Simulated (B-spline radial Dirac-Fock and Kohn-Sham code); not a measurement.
X-ray lines that fill the 2p3/2 vacancy in Ge²⁺

System: the Ge²⁺ ion, configuration [Ar] 3d10 4s2.

These are calculated numbers from an atomic code on a B-spline grid; the model is a relativistic independent-particle model: LDA orbitals of the hole state, radiative multipoles to third order, Auger rates from the Coulomb interaction with a continuum orbital, Dirac-Fock energies.

```
       line  multipole  energy (eV)  width (meV)  share (%)
 Lℓ (L3-M1)         E1       1033.2        0.488       4.06
Lα2 (L3-M4)         E1       1190.0         1.16       9.65
Lα1 (L3-M5)         E1       1190.5         10.3       85.8
Lβ6 (L3-N1)         E1       1216.4       0.0615      0.511
```

The listed lines hold 100.0 % of the radiative rate. The radiative width is 0.0120 eV in the length form and 0.0124 eV in the velocity form; the two differ because the transition energies are not eigenvalue differences of the potential that gave the orbitals.
